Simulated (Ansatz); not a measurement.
## Ligand exchange: C2H10OSi2 + SbH3 → CH8OSi2 + SbH2(CH3)

Species: C2H10OSi2 `C[SiH](C)O[SiH3]`, singlet; SbH3 (stibine) `[SbH3]`, singlet; CH8OSi2 `C[SiH2]O[SiH3]`, singlet; SbH2(CH3), singlet. The partners trade CH3 for H: Si–CH3 and Sb–H bonds give way to Si–H and Sb–CH3.

Shapes, held fixed at every level: PBE0-D4/def2-TZVP. Flexible molecules stand in one conformer, not always the lowest. Programs: Ansatz 0.2.0. Electronic energies: no zero-point or thermal term.

```tsv
level	kind	ΔE (kJ/mol)	less CCSD(T)/def2-TZVPP
HF/def2-TZVPP	Hartree–Fock	+29.9	-1.9
PBE-D4/def2-TZVPP	GGA	+34.9	+3.1
B3LYP-D4/def2-TZVPP	global hybrid	+33.8	+2.0
PBE0-D4/def2-TZVPP	global hybrid	+36.4	+4.6
B2PLYP/def2-TZVPP	double hybrid	+30.0	-1.8
CCSD/def2-TZVPP	coupled cluster or CI	+32.1	+0.3
CCSD(T)/def2-TZVPP	coupled cluster or CI	+31.8	0.0
```

The highest level, CCSD(T)/def2-TZVPP, gives ΔE = +31.8 kJ/mol; the levels span +29.9 to +36.4. The column of differences is taken from that level and isn't an error. No measured value is set beside it here. For atoms past krypton def2 sets carry core potentials with scalar relativity. Outer-core shells of Sb are correlated, in sets that cover them unevenly.
